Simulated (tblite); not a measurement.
C3H8SeSi.
SMILES with atom numbers: `[CH2:1]=[CH:2][CH2:3][Se:4][SiH3:5]` (hydrogens: H6, H7 on C1; H8 on C2; H9, H10 on C3; H11, H12, H13 on Si5)

Computed with GFN2-xTB (tblite), gas phase: L-BFGS steps from a force-field or distance-geometry start until the largest atomic force falls under 0.01 eV/Å.

At the end of the run (lengths in Å): C3–Se4 2.001, C1=C2 1.322, Si5–H13 1.456, C3–H9 1.091, C1–H7 1.077, C2–H8 1.083, Si5–H12 1.461, C3–Se4–Si5 99.6°, C2–C3–Se4 111.2°, C1–C2–C3 123.9°, C1–C2–C3–Se4 114°, C2–C3–Se4–Si5 78°, H9–C3–Se4–Si5 -44°, H9–C3–C2–C1 -128°.

Task: These geometries were met on the way; a selection of coordinates is given. Order them by energy above the end point, lowest first.
A. C3–Se4 1.999, C1=C2 1.323, Si5–H13 1.460, C3–H9 1.086, C1–H7 1.075, C2–H8 1.078, Si5–H12 1.463, C3–Se4–Si5 110.6°, C2–C3–Se4 112.7°, C1–C2–C3 124.1°, C1–C2–C3–Se4 118°, C2–C3–Se4–Si5 104°, H9–C3–Se4–Si5 -19°, H9–C3–C2–C1 -123°
B. C3–Se4 2.006, C1=C2 1.323, Si5–H13 1.457, C3–H9 1.090, C1–H7 1.076, C2–H8 1.083, Si5–H12 1.463, C3–Se4–Si5 101.1°, C2–C3–Se4 110.6°, C1–C2–C3 123.9°, C1–C2–C3–Se4 111°, C2–C3–Se4–Si5 107°, H9–C3–Se4–Si5 -15°, H9–C3–C2–C1 -131°
C. C3–Se4 2.016, C1=C2 1.323, Si5–H13 1.457, C3–H9 1.090, C1–H7 1.078, C2–H8 1.087, Si5–H12 1.461, C3–Se4–Si5 104.0°, C2–C3–Se4 109.7°, C1–C2–C3 123.7°, C1–C2–C3–Se4 115°, C2–C3–Se4–Si5 107°, H9–C3–Se4–Si5 -14°, H9–C3–C2–C1 -128°
D. C3–Se4 1.928, C1=C2 1.345, Si5–H13 1.478, C3–H9 1.112, C1–H7 1.097, C2–H8 1.103, Si5–H12 1.480, C3–Se4–Si5 113.8°, C2–C3–Se4 115.0°, C1–C2–C3 123.9°, C1–C2–C3–Se4 120°, C2–C3–Se4–Si5 102°, H9–C3–Se4–Si5 -21°, H9–C3–C2–C1 -115°
E. C3–Se4 1.994, C1=C2 1.324, Si5–H13 1.461, C3–H9 1.080, C1–H7 1.070, C2–H8 1.073, Si5–H12 1.465, C3–Se4–Si5 112.6°, C2–C3–Se4 112.9°, C1–C2–C3 122.7°, C1–C2–C3–Se4 120°, C2–C3–Se4–Si5 103°, H9–C3–Se4–Si5 -21°, H9–C3–C2–C1 -116°

Result: B (0.034 eV), C (0.057 eV), A (0.099 eV), E (0.165 eV), D (0.289 eV).

```csv
step,E above end (eV),"rms distance from the end, all atoms (Å)",largest force (eV/Å),rms shift of all bonds from the end (Å)
27,0.034,0.400,0.083,0.002
16,0.057,0.420,0.168,0.005
11,0.099,0.456,0.274,0.004
2,0.165,0.482,0.570,0.007
0,0.289,0.485,2.184,0.026
```

Rows stand in the order of the answer.
